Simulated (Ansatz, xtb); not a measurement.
## A geometry optimisation of C3H9AlOS with r2SCAN-D4/def2-SVP

The starting geometry of this gas-phase singlet was built from a drawn formula by distance geometry and a force field; its bonds are those of `CO[CH2][AlH][CH2]S`.

```yaml
atoms:
  - { symbol: C, position_ang: [-1.8264, -0.7048, -0.5982] }
  - { symbol: C, position_ang: [-0.6293, 1.3145, -0.3662] }
  - { symbol: C, position_ang: [1.0850, 2.1480, 2.4707] }
  - { symbol: Al, position_ang: [0.9531, 2.1899, 0.5016] }
  - { symbol: O, position_ang: [-0.7005, -0.0467, 0.0249] }
  - { symbol: S, position_ang: [1.0699, 0.4390, 3.1161] }
  - { symbol: H, position_ang: [-2.7971, -0.1991, -0.2503] }
  - { symbol: H, position_ang: [-1.7602, -0.6362, -1.6727] }
  - { symbol: H, position_ang: [-1.8554, -1.7301, -0.3205] }
  - { symbol: H, position_ang: [-1.5311, 1.8259, -0.0034] }
  - { symbol: H, position_ang: [-0.5059, 1.3872, -1.4396] }
  - { symbol: H, position_ang: [2.0626, 2.7957, -0.3805] }
  - { symbol: H, position_ang: [2.0250, 2.6374, 2.7505] }
  - { symbol: H, position_ang: [0.1795, 2.7300, 2.8768] }
  - { symbol: H, position_ang: [2.2992, 0.1395, 2.5312] }
```

Q: Where would you expect an optimisation with r2SCAN-D4/def2-SVP to take it?

A: A new bond forms, giving a structure given below by its coordinates. Contacts that close: Al4–S6 (3.15 → 2.51 Å).

The energy falls by 0.75 eV over 29 steps:

```csv
step,E − E(last) (eV)
1,0.747
4,0.322
7,0.094
10,0.052
13,0.045
17,0.027
20,0.011
23,0.004
26,0.001
29,0.000
```

Final geometry (Å):

```xyz
15

C    -1.9045   -0.6652   -1.0397
C    -0.7552    1.1030    0.0039
C     1.1682    2.6666    2.2963
Al    1.0480    1.5476    0.6830
O    -0.6834   -0.2151   -0.5230
S     1.2763    0.9690    3.1159
H    -2.6969   -0.6903   -0.2618
H    -2.2651   -0.0172   -1.8664
H    -1.7579   -1.6847   -1.4276
H    -1.5232    1.1654    0.8105
H    -1.1064    1.8178   -0.7785
H     2.4019    1.1293   -0.0321
H     2.0211    3.2792    2.6186
H     0.2396    3.1008    2.6974
H     2.6060    0.7839    2.9443
```

From the same start GFN2-xTB ends elsewhere, differing in Al4–O5 (1.83 against 2.75 Å here).

No frequencies were run, so the end isn't proven a minimum. Run with Ansatz 0.2.0, 3.3 min on 2 threads of Intel(R) Xeon(R) Processor @ 2.50GHz (Skylake/Cascade Lake) (shared host).
